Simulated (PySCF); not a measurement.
In(Me)(SH)2 (CH5InS2), SMILES [CH3][In]([SH])[SH].

Coordinates come from a B3LYP-D3(BJ)/def2-SVP optimisation. The structure was generated by enumeration; whether it is a known compound was not checked. The def2 effective core potentials stand for the cores of In; spin–orbit coupling is left out. The values are those of a single conformer.

The numbers are results of PySCF with TDA-B3LYP/def2-SVPD, not measurements.

Vertical excitations. The molecule is in vacuum.

Computed UV-visible absorptions:
```json
[
 {"state": "S1", "energy (eV)": "4.37", "λ (nm)": "284", "f": "0.000", "main pairs": "HOMO→LUMO 98 %"},
 {"state": "S2", "energy (eV)": "4.82", "λ (nm)": "257", "f": "0.013", "main pairs": "HOMO→LUMO+1 82 %"},
 {"state": "S3", "energy (eV)": "4.86", "λ (nm)": "255", "f": "0.048", "main pairs": "HOMO−1→LUMO 98 %"},
 {"state": "S4", "energy (eV)": "5.30", "λ (nm)": "234", "f": "0.000", "main pairs": "HOMO−1→LUMO+1 81 %"},
 {"state": "S5", "energy (eV)": "5.51", "λ (nm)": "225", "f": "0.001", "main pairs": "HOMO−2→LUMO+1 96 %"},
 {"state": "S6", "energy (eV)": "5.58", "λ (nm)": "222", "f": "0.000", "main pairs": "HOMO−3→LUMO+1 86 %"},
 {"state": "S7", "energy (eV)": "5.68", "λ (nm)": "218", "f": "0.000", "main pairs": "HOMO→LUMO+2 83 %"},
 {"state": "S8", "energy (eV)": "5.99", "λ (nm)": "207", "f": "0.044", "main pairs": "HOMO−1→LUMO+2 59 %, HOMO→LUMO+3 35 %"},
 {"state": "S9", "energy (eV)": "6.10", "λ (nm)": "203", "f": "0.429", "main pairs": "HOMO−2→LUMO 64 %, HOMO−2→LUMO+2 14 %"},
 {"state": "S10", "energy (eV)": "6.23", "λ (nm)": "199", "f": "0.460", "main pairs": "HOMO−3→LUMO 67 %"},
 {"state": "T1", "energy (eV)": "4.09", "λ (nm)": "303", "f": "0", "main pairs": "HOMO→LUMO 96 %"},
 {"state": "T2", "energy (eV)": "4.36", "λ (nm)": "284", "f": "0", "main pairs": "HOMO→LUMO+1 97 %"},
 {"state": "T3", "energy (eV)": "4.48", "λ (nm)": "277", "f": "0", "main pairs": "HOMO−1→LUMO 95 %"},
 {"state": "T4", "energy (eV)": "4.68", "λ (nm)": "265", "f": "0", "main pairs": "HOMO−1→LUMO+1 50 %, HOMO−2→LUMO 36 %, HOMO−3→LUMO 11 %"}
]
```
Triplets are in the Tamm–Dancoff approximation.
